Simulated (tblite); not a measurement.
A geometry optimisation, step by step.

C6H9O (doublet state).
Numbering: `[CH2:1]=[CH:2][C@@H:3]1[CH:4][C@H:5]1[O:6][CH3:7]` (hydrogens: H8, H9 on C1; H10 on C2; H11 on C3; H12 on C4; H13 on C5; H14, H15, H16 on C7)
Bond orders are those of one Lewis drawing.

Computed with GFN2-xTB (tblite), gas phase: L-BFGS steps from a force-field or distance-geometry start until the largest atomic force falls under 0.01 eV/Å. 7 of its 145 geometries are shown.

Step 0: E = -580.2503 eV, largest atomic force 2.974 eV/Å
```
atom  x, y, z in Å  |  force x, y, z in eV/Å
C1      2.945    0.069   -0.268   -1.729   0.236  -0.087
C2      1.620    0.289   -0.453    2.487   0.412   0.038
C3      0.558   -0.278    0.380    0.476   0.500  -0.329
C4      0.190   -1.649    0.133   -0.858  -2.208   1.798
C5     -0.765   -0.648   -0.262   -1.250   0.659   0.196
O6     -1.954   -0.370    0.506    0.592  -0.160  -0.779
C7     -2.517    0.901    0.204    0.328  -0.353   0.435
H8      3.306   -0.566    0.533   -0.081   0.168  -0.225
H9      3.674    0.530   -0.919   -0.114  -0.149   0.151
H10     1.321    0.942   -1.252   -0.108   0.109  -0.266
H11     0.530    0.043    1.411    0.115   0.147   0.262
H12    -0.023   -2.359    0.942    0.354   0.102  -0.607
H13    -0.864   -0.576   -1.339   -0.239   0.649  -0.070
H14    -3.395    1.040    0.836    0.089  -0.204   0.061
H15    -1.804    1.705    0.419    0.000  -0.026  -0.106
H16    -2.829    0.936   -0.830   -0.062   0.118  -0.474
```

Step 24: E = -580.5490 eV, largest atomic force 0.073 eV/Å
```
atom  x, y, z in Å  |  force x, y, z in eV/Å
C1      2.924    0.107   -0.277    0.036  -0.035   0.006
C2      1.633    0.289   -0.488    0.030  -0.009  -0.007
C3      0.594   -0.313    0.390    0.007   0.014  -0.039
C4      0.107   -1.693    0.207    0.003   0.009   0.015
C5     -0.777   -0.623   -0.226    0.004  -0.065  -0.033
O6     -1.968   -0.389    0.455    0.052   0.032   0.029
C7     -2.511    0.882    0.188   -0.029   0.015   0.005
H8      3.269   -0.510    0.536    0.040   0.050   0.036
H9      3.682    0.540   -0.908   -0.044   0.004  -0.001
H10     1.290    0.884   -1.325   -0.023  -0.018   0.029
H11     0.652    0.028    1.424    0.017   0.003  -0.024
H12    -0.068   -2.420    0.973   -0.015  -0.041  -0.010
H13    -0.837   -0.405   -1.294   -0.024   0.016  -0.003
H14    -3.387    0.979    0.824   -0.069   0.014   0.013
H15    -1.801    1.683    0.426    0.018  -0.010   0.003
H16    -2.808    0.970   -0.863   -0.004   0.022  -0.019
```

Step 48: E = -580.6373 eV, largest atomic force 0.186 eV/Å
```
atom  x, y, z in Å  |  force x, y, z in eV/Å
C1      2.936    0.333   -0.231   -0.012   0.096  -0.039
C2      1.711   -0.038   -0.568   -0.045  -0.108  -0.046
C3      0.704   -0.563    0.359    0.031   0.018   0.033
C4     -0.079   -1.781    0.057    0.088  -0.089  -0.010
C5     -0.771   -0.532   -0.151   -0.007   0.104  -0.009
O6     -1.861   -0.184    0.633   -0.043  -0.022   0.075
C7     -2.540    0.989    0.245    0.007  -0.024   0.031
H8      3.284    0.264    0.782    0.048   0.091   0.126
H9      3.628    0.721   -0.960    0.004  -0.087   0.046
H10     1.401   -0.017   -1.601    0.003   0.083  -0.166
H11     0.930   -0.380    1.405    0.000  -0.007   0.070
H12    -0.310   -2.540    0.775   -0.106  -0.043   0.029
H13    -0.834   -0.126   -1.156   -0.026  -0.026  -0.170
H14    -3.538    0.929    0.678    0.042   0.017   0.049
H15    -2.032    1.886    0.622   -0.012  -0.048  -0.081
H16    -2.635    1.049   -0.846    0.029   0.046   0.063
```

Step 72: E = -580.6862 eV, largest atomic force 0.102 eV/Å
```
atom  x, y, z in Å  |  force x, y, z in eV/Å
C1      2.864    0.443   -0.177   -0.083   0.027   0.004
C2      1.748   -0.133   -0.604    0.092  -0.002   0.044
C3      0.689   -0.612    0.289   -0.003  -0.012   0.005
C4     -0.111   -1.823    0.006    0.019  -0.019  -0.023
C5     -0.780   -0.564   -0.247    0.002  -0.034   0.001
O6     -1.849   -0.230    0.575    0.011   0.050  -0.023
C7     -2.478    1.000    0.304    0.008   0.034  -0.018
H8      3.055    0.602    0.873   -0.005   0.032  -0.071
H9      3.620    0.775   -0.867    0.030  -0.020   0.046
H10     1.604   -0.304   -1.663   -0.101   0.013   0.009
H11     0.876   -0.387    1.337   -0.017  -0.011   0.025
H12    -0.419   -2.532    0.750    0.023  -0.026  -0.025
H13    -0.854   -0.177   -1.263   -0.032  -0.012   0.050
H14    -3.395    1.011    0.893    0.054   0.005  -0.027
H15    -1.849    1.850    0.596    0.012  -0.040  -0.022
H16    -2.728    1.090   -0.759   -0.010   0.014   0.025
```

Step 96: E = -580.7082 eV, largest atomic force 0.091 eV/Å
```
atom  x, y, z in Å  |  force x, y, z in eV/Å
C1      2.747    0.554   -0.153    0.058  -0.011   0.069
C2      1.708   -0.148   -0.581   -0.008  -0.011  -0.023
C3      0.654   -0.671    0.293   -0.005  -0.018  -0.020
C4     -0.119   -1.888   -0.025   -0.005   0.024   0.005
C5     -0.806   -0.637   -0.263    0.033  -0.011   0.024
O6     -1.874   -0.272    0.549    0.008   0.035  -0.046
C7     -2.360    1.026    0.301    0.013   0.025  -0.003
H8      2.879    0.790    0.891   -0.004   0.008  -0.035
H9      3.519    0.894   -0.822   -0.043   0.023   0.000
H10     1.602   -0.381   -1.631   -0.022   0.002  -0.015
H11     0.817   -0.457    1.349   -0.018  -0.012  -0.010
H12    -0.406   -2.648    0.674   -0.005   0.000   0.017
H13    -0.876   -0.242   -1.277    0.016  -0.030   0.026
H14    -3.187    1.187    0.990    0.003  -0.024  -0.004
H15    -1.587    1.785    0.478   -0.027  -0.037  -0.019
H16    -2.722    1.116   -0.731    0.006   0.037   0.033
```

Step 120: E = -580.7126 eV, largest atomic force 0.049 eV/Å
```
atom  x, y, z in Å  |  force x, y, z in eV/Å
C1      2.703    0.584   -0.149   -0.048  -0.006  -0.009
C2      1.682   -0.145   -0.579    0.014   0.011  -0.011
C3      0.639   -0.691    0.292    0.002  -0.028   0.003
C4     -0.121   -1.921   -0.007   -0.006   0.007   0.018
C5     -0.817   -0.682   -0.280    0.025   0.024   0.008
O6     -1.893   -0.297    0.505   -0.015   0.003  -0.012
C7     -2.300    1.036    0.299   -0.029   0.004   0.009
H8      2.835    0.817    0.895   -0.006  -0.004  -0.014
H9      3.446    0.969   -0.825    0.020  -0.003  -0.001
H10     1.571   -0.367   -1.633    0.012   0.005   0.019
H11     0.788   -0.463    1.347   -0.009  -0.005  -0.015
H12    -0.411   -2.661    0.713    0.012   0.008  -0.010
H13    -0.872   -0.312   -1.304    0.014  -0.012   0.005
H14    -3.133    1.208    0.978    0.002   0.008  -0.001
H15    -1.492    1.741    0.523   -0.002  -0.012   0.003
H16    -2.634    1.194   -0.733    0.013  -0.001   0.007
```

Step 144: E = -580.7139 eV, largest atomic force 0.010 eV/Å
```
atom  x, y, z in Å  |  force x, y, z in eV/Å
C1      2.670    0.610   -0.161    0.002   0.001   0.000
C2      1.677   -0.160   -0.582   -0.008  -0.003  -0.006
C3      0.630   -0.700    0.290    0.000   0.001   0.002
C4     -0.126   -1.932   -0.004    0.004   0.000  -0.001
C5     -0.821   -0.697   -0.291    0.001   0.000   0.000
O6     -1.909   -0.310    0.478   -0.001   0.003  -0.001
C7     -2.271    1.042    0.315    0.002   0.001  -0.002
H8      2.775    0.884    0.876    0.001   0.000   0.000
H9      3.420    0.985   -0.835   -0.001   0.000   0.003
H10     1.591   -0.422   -1.628    0.000  -0.001   0.002
H11     0.771   -0.460    1.343    0.002   0.000   0.002
H12    -0.416   -2.672    0.716   -0.001   0.002  -0.001
H13    -0.867   -0.336   -1.319    0.000  -0.001   0.001
H14    -3.138    1.207    0.951   -0.002  -0.001   0.000
H15    -1.458    1.712    0.620    0.000  -0.002  -0.002
H16    -2.536    1.258   -0.727    0.001   0.000   0.004
```

Task: Summarise the path.

Result: The energy falls by 0.4637 eV from step 0 to step 144; nine tenths of that is first reached at step 62. It falls at every step. The largest force goes from 2.974 to 0.010 eV/Å. Among the bonds C5–O6 changes most, from 1.442 to 1.387 Å; the atoms move by 0.666 Å rms after alignment.

The cost below is that of the whole relaxation. Hardware: an Arm Neoverse V1 with one thread, shared host. Cost: 0.75 s of wall time.
